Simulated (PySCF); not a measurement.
**Working out the ionisation energy of Ge²⁺**

Ge²⁺ [Ar] 3d10 4s2 (1S) → Ge³⁺ [Ar] 3d10 4s1 (2S). Computed with PySCF 2.14 in aug-cc-pwCVDZ-PP with ECP10MDF, with scalar relativity through the core potential. Frozen: nothing. Energies in hartree (1 hartree = 27.21139 eV):

```
             part  Ge²⁺ (lower)  Ge³⁺ (upper)
              UHF   -292.510115   -291.326577
MP2 opposite-spin     -0.279824     -0.236833
    MP2 same-spin     -0.133929     -0.120847
```

Task: What does Hartree-Fock give?

Result: (-291.326577) − (-292.510115) = 1.183538 hartree = 32.206 eV.

Task: What do MP2 and SCS-MP2 (6/5 opposite-spin, 1/3 same-spin) give?

Result: The opposite-spin parts differ by 1.170 eV and the same-spin parts by 0.356 eV. MP2: 32.206 + (1.170) + (0.356) = 33.732 eV. SCS-MP2: 32.206 + 1.2 × (1.170) + (0.356)/3 = 33.729 eV.

Measured between the centres of the two terms (NIST): 34.058 eV, so MP2 (valence and next inner shell) is off by -0.326 eV.

A double-zeta basis recovers only part of the correlation energy.

What remains against the reference includes basis incompleteness and correlation beyond second order.
